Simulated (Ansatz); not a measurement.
The same molecule with X = Ti, Zr, Hf. Ansatz, PBE0-D4/def2-TZVP geometries, multiplicity 1.

Elements past krypton have def2 core potentials. Scalar relativity is left out up to krypton.

```json
{"X": "Ti", "molecule": "`[F][Ti]([Cl])([Cl])[Cl]`", "mean X–Cl bond length / Å": "2.166", "mean X–F bond length / Å": "1.731", "HOMO–LUMO gap (B3LYP/def2-TZVPP) / eV": "5.48", "LUMO energy (PBE/def2-TZVPP) / eV": "-4.48", "LUMO energy (B3LYP/def2-TZVPP) / eV": "-3.89"}
{"X": "Hf", "molecule": "`[F][Hf]([Cl])([Cl])[Cl]`", "mean X–Cl bond length / Å": "2.324", "mean X–F bond length / Å": "1.881", "HOMO–LUMO gap (B3LYP/def2-TZVPP) / eV": "7.33", "LUMO energy (PBE/def2-TZVPP) / eV": "-2.69", "LUMO energy (B3LYP/def2-TZVPP) / eV": "-2.07"}
```

Give the row for X = Zr, `[F][Zr]([Cl])([Cl])[Cl]`. (Estimate.)

Computed: 
```csv
X,molecule,mean X–Cl bond length / Å,mean X–F bond length / Å,HOMO–LUMO gap (B3LYP/def2-TZVPP) / eV,LUMO energy (PBE/def2-TZVPP) / eV,LUMO energy (B3LYP/def2-TZVPP) / eV
Zr,`[F][Zr]([Cl])([Cl])[Cl]`,2.323,1.877,6.78,-3.21,-2.63
```

From Ti to Hf the mean X–Cl bond length rises at each step, by 0.158 Å in all; the mean X–F bond length rises at each step, by 0.150 Å in all; the HOMO–LUMO gap (B3LYP/def2-TZVPP) rises at each step, by 1.85 eV in all; the LUMO energy (PBE/def2-TZVPP) rises at each step, by 1.79 eV in all; the LUMO energy (B3LYP/def2-TZVPP) rises at each step, by 1.82 eV in all.

B3LYP here is the variant with VWN-RPA as its local correlation; programs differ in this.
